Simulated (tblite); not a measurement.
C5H2ClN3.
Numbering: `[N:1]#[C:2][c:3]1[cH:4][n:5][n:6][cH:7][c:8]1[Cl:9]` (hydrogens: H10 on C4; H11 on C7)

Method: GFN2-xTB as coded in tblite; computed harmonic values from a numerical Hessian at the method's own geometry, unscaled. Against measured fundamentals such values can be off by several per cent, at times by over 20.

Harmonic wavenumbers (cm⁻¹): 102.5, 110.8, 164.1, 260.7, 309.2, 370.9, 432.6, 509.9, 552.8, 581.8, 703.7, 720.6, 815.0, 862.9, 901.4, 1065.1, 1092.3, 1170.7, 1210.4, 1242.9, 1316.3, 1399.3, 1472.4, 1509.4, 2374.9, 3082.3, 3092.2.

A = 1995, B = 1419, C = 829.2 MHz; mass 138.994 u (most abundant isotopes); point group Cs, symmetry number 1.

**Question.** Zero-point energy?

**Answer.** ½Σν̃ = 13714 cm⁻¹ = 39.21 kcal/mol.

**Question.** Give the ideal-gas entropy at 200 K and 1 bar in the rigid-rotor, harmonic-oscillator model (classical rotation).

**Answer.** Translation 38.74, rotation 28.12, vibration 10.44: S = 77.3 cal/(mol K).

**Question.** And Cp and H(200 K) − H(0)?

**Answer.** Cp = 21.60 cal/(mol K), of which vibrations give 13.65 (their classical limit is 27 R = 53.7); H(200 K) − H(0) = 2.84 kcal/mol without the zero-point energy, 1.25 from vibrations.

**Question.** Which modes carry the vibrational entropy at 200 K?

**Answer.** 102.5 cm⁻¹: 2.64; 110.8 cm⁻¹: 2.49; 164.1 cm⁻¹: 1.77; 260.7 cm⁻¹: 1.01; 309.2 cm⁻¹: 0.76; 370.9 cm⁻¹: 0.54 cal/(mol K); the other 21 give 1.23 together.

**Question.** Blend soft modes into free rotors: weight 1/[1 + (100 cm⁻¹/ν̃)⁴] for the oscillator and the rest for a rotor with moment μB/(μ + B), μ = h/(8π²ν), B = 10⁻⁴⁴ kg m². What vibrational entropy results?

**Answer.** 10.33 cal/(mol K) in place of 10.44, which changes −T·S at 200 K by +0.02 kcal/mol.

**Question.** How do the functions run with temperature in this model?

**Answer.** 
| T (K) | S (cal/(mol K)) | Cp (cal/(mol K)) | H − H(0) (kcal/mol) | G − H(0) (kcal/mol) | ln q(vib) |
| --- | --- | --- | --- | --- | --- |
| 150 | 71.6 | 18.0 | 1.85 | -8.89 | 1.33 |
| 250 | 82.5 | 25.1 | 4.01 | -16.61 | 2.90 |
| 298.15 | 87.2 | 28.4 | 5.30 | -20.70 | 3.69 |
| 400 | 96.4 | 34.5 | 8.51 | -30.06 | 5.40 |
| 600 | 112.1 | 43.0 | 16.32 | -50.96 | 8.70 |
| 900 | 131.1 | 50.1 | 30.39 | -87.56 | 13.30 |

q(vib) and H(0) count from the zero-point level.

**Question.** What must be added to the electronic energy to get the Gibbs energy at 200 K and 1 bar?

**Answer.** ZPE + [H(200 K) − H(0)] − T·S = 39.21 + 2.84 − 15.46 = 26.59 kcal/mol.

Hindered rotation and anharmonicity are outside this model.

Hardware: one thread, Arm Neoverse V1 (aarch64), shared host. Cost: 0.35 s. The figure is for the frequency step alone.
